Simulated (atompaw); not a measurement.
**Which change was made? (Ge, PAW (atompaw))**

| Property | Result |
| --- | --- |
| Element | germanium |
| Generator | atompaw 4.2.0.5 |
| Type | PAW |
| Functional | PBE |
| Relativity | scalar-relativistic |
| Frozen core | [Ar] 3d10 |
| Valence charge | 4 |
| Reference configuration | 4s2 4p2 |
| Partial waves | 4s (bound): rc 1.30 bohr; 4s channel at 1.75 Ry: rc 1.30 bohr; 4p (bound): rc 2.20 bohr; 4p channel at 3.55 Ry: rc 2.20 bohr; 4d channel at -0.05 Ry: rc 2.10 bohr; 4d channel at 1.6 Ry: rc 2.20 bohr |
| Local potential | bessel scheme, radius 2.15 bohr |
| Core correction | smooth core density matched at 2.10 bohr |
| Augmentation charge | sinc compensation charge, radius 1.95 bohr; PAW radius 2.20 bohr; waves and projectors: custom polynom vanderbiltortho |

Cutoffs, loose and tight: the cutoffs (Ry, on a coarse ladder) from which the occupation-weighted sum of valence levels, in a spherical-Bessel basis at the reference potential, stays within 10 and 1 mRy of its value at 400 Ry. They see the waves, projectors and local potential, not the compensation charge or the core.

The base gives: outcome: generated; cutoff, loose: 30 Ry; cutoff, tight: 50 Ry; bound ghosts: s.

Task: After one change the result is: outcome: generated; cutoff, loose: 30 Ry; cutoff, tight: 45 Ry; bound ghosts: s, d. Which change was it?
A. reference 4s1 4p3
B. local potential troulliermartins scheme with l = 3 at 0 Ry, radius 2.15 bohr
C. augmentation sinc compensation charge, radius 1.95 bohr; PAW radius 2.20 bohr; waves and projectors: custom rrkj gramschmidtortho

Result: B. The others give: augmentation sinc compensation charge, radius 1.95 bohr; PAW radius 2.20 bohr; waves and projectors: custom rrkj gramschmidtortho → outcome: failed: atompaw: The overlap operator has at least one negative eigenvalue! | reference 4s1 4p3 → outcome: generated; cutoff, loose: 25 Ry; cutoff, tight: 35 Ry; bound ghosts: s.
